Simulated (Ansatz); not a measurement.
Geometry optimisation, Ansatz 0.2.0, UHF/def2-SVP.

Input:

```yaml
crystal:
  periodic: [false, false, false]
  atoms:
    - { symbol: W, position_ang: [0.0, 0.0, 0.0] }
    - { symbol: F, position_ang: [0.0, 0.0, 2.1] }
    - { symbol: O, position_ang: [1.94, 0.0, 0.0] }
    - { symbol: H, position_ang: [2.2771, -0.9519, -0.0197] }
    - { symbol: H, position_ang: [0.0, 1.72, 0.0] }
    - { symbol: H, position_ang: [-1.72, 0.0, 0.0] }
    - { symbol: H, position_ang: [0.0, -1.72, 0.0] }
    - { symbol: H, position_ang: [0.0, 0.0, -1.72] }
    - { symbol: F, position_ang: [0.0, 0.0, 3.54] }
magnetization:
  spin_polarized: true
  initial_magnetization: 1
basis:
  gaussian: { orbitals: def2-SVP }
hamiltonian:
  xc: hf
relax:
  f_tol: 0.15
  max_steps: 25
  restrain:
    - { distance: [1, 8], at: 1.14, k: 30.0 }
    - { distance: [0, 1], at: 3.05, k: 30.0 }
```

Run as:

```bash
$ ansatz run input.yaml --threads 2 --pin off --max-ram 3072MiB --backend cpu --events-out ev --progress --plain --runs-dir out
```

Where does it end, and by what steps?

The run converged. The restraints hold the end off the free minimum; the threshold counts their pulls, which the force column leaves out. Restrained pairs: F2–F9 (1.44 → 1.27 Å), W1–F2 (2.10 → 3.06 Å). After 18 steps the energy has fallen by 3.406 eV (the restraints' own energy left out); H7 moved furthest, 1.27 Å.

```json
{"step": "0", "energy less start (eV)": "0.0000", "largest force component (eV/Å)": "3.968", "accepted": "yes"}
{"step": "1", "energy less start (eV)": "-0.8299", "largest force component (eV/Å)": "3.057", "accepted": "yes"}
{"step": "2", "energy less start (eV)": "0.4565", "largest force component (eV/Å)": "20.620", "accepted": "yes"}
{"step": "3", "energy less start (eV)": "-1.7938", "largest force component (eV/Å)": "5.252", "accepted": "yes"}
{"step": "4", "energy less start (eV)": "-2.5680", "largest force component (eV/Å)": "4.213", "accepted": "yes"}
{"step": "5", "energy less start (eV)": "-3.0260", "largest force component (eV/Å)": "2.681", "accepted": "yes"}
{"step": "6", "energy less start (eV)": "-3.1133", "largest force component (eV/Å)": "3.380", "accepted": "yes"}
{"step": "7", "energy less start (eV)": "-3.1751", "largest force component (eV/Å)": "3.883", "accepted": "yes"}
{"step": "8", "energy less start (eV)": "-3.2444", "largest force component (eV/Å)": "3.739", "accepted": "yes"}
{"step": "9", "energy less start (eV)": "-3.2630", "largest force component (eV/Å)": "3.798", "accepted": "yes"}
{"step": "10", "energy less start (eV)": "-3.4045", "largest force component (eV/Å)": "1.793", "accepted": "yes"}
{"step": "11", "energy less start (eV)": "-3.4445", "largest force component (eV/Å)": "0.818", "accepted": "no"}
{"step": "12", "energy less start (eV)": "-3.3769", "largest force component (eV/Å)": "3.002", "accepted": "yes"}
{"step": "13", "energy less start (eV)": "-3.3814", "largest force component (eV/Å)": "3.123", "accepted": "yes"}
{"step": "14", "energy less start (eV)": "-3.3946", "largest force component (eV/Å)": "3.051", "accepted": "yes"}
{"step": "15", "energy less start (eV)": "-3.3894", "largest force component (eV/Å)": "1.990", "accepted": "no"}
{"step": "16", "energy less start (eV)": "-3.4181", "largest force component (eV/Å)": "2.529", "accepted": "yes"}
{"step": "17", "energy less start (eV)": "-3.4191", "largest force component (eV/Å)": "2.500", "accepted": "yes"}
{"step": "18", "energy less start (eV)": "-3.4062", "largest force component (eV/Å)": "2.755", "accepted": "yes"}
```

```xyz
9
Properties=species:S:1:pos:R:3
W 0.117 -0.111 -0.400
F 0.723 0.204 2.579
O 1.891 -0.424 0.053
H 2.478 -0.759 0.710
H -0.472 1.471 -0.159
H -1.211 -0.304 0.637
H -0.796 -1.435 -0.948
H -0.050 0.267 -2.041
F -0.182 0.140 3.470
```

Run time: 56 s on 2 threads of Arm Neoverse V1 (shared host), peak memory 0.25 GiB.
